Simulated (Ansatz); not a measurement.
ClH2NbO3, SMILES `[O]=[Nb]([OH])([OH])[Cl]`, relaxed with RKS PBE0-D4/def2-TZVP in Ansatz 0.2.0 from a PBE-D4/def2-SVP geometry. The force threshold is 0.005 eV/Å; the program also tests the step.

Total charge 0; spin multiplicity 1. Nb: def2 effective core potential.

Start:

```xyz
7

O     0.490   -1.702    0.251
Nb   -0.097   -0.095    0.289
O     1.381    1.080    0.067
O    -1.317    0.125   -1.152
Cl   -1.150    0.263    2.336
H     2.328    0.863    0.004
H    -1.636   -0.533   -1.795
```

Task: How much energy does the relaxation release, and in how many steps? (Best estimate.)

Result: Ansatz gave: 0.04 eV, in 6 steps.

Task: Which bonds change most? (Estimate.)

Result: Computed: O1–Nb2 from 1.711 to 1.689 Å; Nb2–Cl5 from 2.329 to 2.309 Å; O3–H6 from 0.974 to 0.959 Å; Nb2–O3 from 1.901 to 1.886 Å.

Task: Give the relaxed structure. (Estimate.)

Result: Computed: 
```xyz
7

O     0.483   -1.692    0.255
Nb   -0.093   -0.104    0.286
O     1.371    1.065    0.069
O    -1.304    0.120   -1.143
Cl   -1.139    0.263    2.311
H     2.308    0.869    0.002
H    -1.626   -0.520   -1.779
```
